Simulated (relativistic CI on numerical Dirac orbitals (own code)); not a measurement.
**L2,3 absorption of cobalt in several valence states**

Computed multiplet spectra 2p⁶3dⁿ → 2p⁵3dⁿ⁺¹ (Dirac-Coulomb-Breit ions, Slater integrals scaled by 0.8, an assumed crystal field that grows with the charge, no charge transfer; 300 K; Lorentzian 0.4 eV and Gaussian 0.3 eV FWHM at both edges, so that L2 comes out sharper than in experiment). Peaks over 5 % are given in eV from the highest peak in the L3 region of each spectrum (height, largest 100). S of the lowest state is read from ⟨S²⟩, and the branching ratio is the share of L3, cut at the minimum between the edges.

Field parameters in Wybourne normalisation: Td as Oh with Dq negative (B⁴₀ = 21Dq, B⁴₄ = √(5/14) B⁴₀). The field is a parameter set, without covalency.

- Co2+ (d7, Td, 10Dq = -4150 cm⁻¹): S = 1.50, high spin, branching ratio 0.76; peaks -0.6 (96), 0.0 (100), 1.3 (60), 2.3 (24), 3.6 (15), 15.1 (59), 17.0 (13), 17.8 (10)
- Co3+ (d6, Td, 10Dq = -5350 cm⁻¹): S = 2.00, high spin, branching ratio 0.75; peaks -2.9 (8), -0.7 (95), 0.0 (100), 0.9 (66), 2.7 (32), 4.4 (14), 13.1 (12), 14.5 (28), 15.4 (32), 16.8 (11), 17.9 (10), 18.5 (7)
- Co4+ (d5, Td, 10Dq = -6550 cm⁻¹): S = 2.50, high spin, branching ratio 0.76; peaks -2.3 (7), 0.0 (100), 1.5 (42), 4.8 (13), 14.0 (11), 14.8 (18), 16.6 (21), 17.0 (24)
- Co5+ (d4, Td, 10Dq = -7750 cm⁻¹): S = 2.00, high spin, branching ratio 0.71; peaks -4.3 (8), -3.6 (9), -2.1 (14), 0.0 (100), 0.7 (74), 2.4 (53), 3.4 (43), 3.8 (44), 7.5 (6), 9.7 (25), 11.5 (16), 13.2 (16), 15.3 (29), 16.3 (26), 16.9 (24), 18.2 (12), 19.2 (11)

The centroid of the whole edge, which also moves with the branching ratio, lies at 784.7 (Co2+), 787.5 (Co3+), 791.2 (Co4+), 795.7 (Co5+) eV in this ionic model, in steps of 2.8 to 4.5 eV. Compounds show about 1 to 2 eV a unit and lower energies for the high valences, since ligands screen the charge. The multiplet shape follows the d count and the spin state, and so serves as a fingerprint of valence.
